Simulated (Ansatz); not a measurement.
One change: `CO[SiH2][SiH2]N` becomes `N[SiH2][SiH2]CO`.

Ansatz, PBE0-D4/def2-TZVP geometries, multiplicity 1. Each molecule was computed in one conformer, which needn't be the lowest.

| property | `CO[SiH2][SiH2]N` |
| --- | --- |
| LUMO energy (ωB97M-V/def2-TZVPP) / eV | 1.48 |
| size of the dipole moment (ωB97M-V/def2-TZVPP) / D | 2.32 |
| LUMO energy (PBE0/def2-TZVPP) / eV | -0.16 |
| size of the dipole moment (PBE/def2-TZVPP) / D | 2.26 |
| HOMO energy (PBE0/def2-TZVPP) / eV | -7.10 |
| HOMO energy (PBE/def2-TZVPP) / eV | -5.79 |

What does the change do to each property? (Estimate.)

Ansatz gave: 
```csv
property,`N[SiH2][SiH2]CO`,shift
LUMO energy (ωB97M-V/def2-TZVPP) / eV,1.32,-0.16
size of the dipole moment (ωB97M-V/def2-TZVPP) / D,2.20,-0.12
LUMO energy (PBE0/def2-TZVPP) / eV,-0.27,-0.11
size of the dipole moment (PBE/def2-TZVPP) / D,2.05,-0.21
HOMO energy (PBE0/def2-TZVPP) / eV,-6.82,0.28
HOMO energy (PBE/def2-TZVPP) / eV,-5.54,0.25
```

With PBE0 the HOMO rises by 0.28 eV and the LUMO falls by 0.11 eV, so the gap narrows by about 0.39 eV. PBE moves the HOMO by 0.25 eV and ωB97M-V by 0.29 eV. Dipoles are sizes alone; their direction can turn.
